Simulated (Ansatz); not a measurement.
Cartesian coordinates in Å:
```
C -1.062 -0.461 1.067
C -0.314 -0.551 -0.022
Si 0.901 0.730 -0.630
Br -0.428 -2.097 -1.128
H -1.754 -1.238 1.374
H -0.991 0.424 1.692
H 0.504 1.189 -1.983
H 2.259 0.134 -0.695
H 0.886 1.870 0.324
```

Total charge 0; spin multiplicity 1.

**Question.** List the r2SCAN/def2-TZVPP orbital energies in eV (the Gaussian-basis code of Ansatz). (Estimate.)

**Answer.** Ansatz gave: Occupied: -13122.14, -1791.22, -1695.36, -1526.14, -1526.05, -1526.04, -274.70, -273.69, -235.01, -175.31, -175.00, -174.98, -141.70, -96.56, -96.54, -96.54, -69.12, -69.04, -69.03, -68.81, -68.81, -21.75, -19.32, -15.29, -13.40, -11.92, -10.91, -9.55, -8.98, -8.67, -8.41, -7.20, -6.66. Lowest empty: -1.65, -0.88, 0.29, 0.94, 1.16, 1.66, 2.46, 3.45.
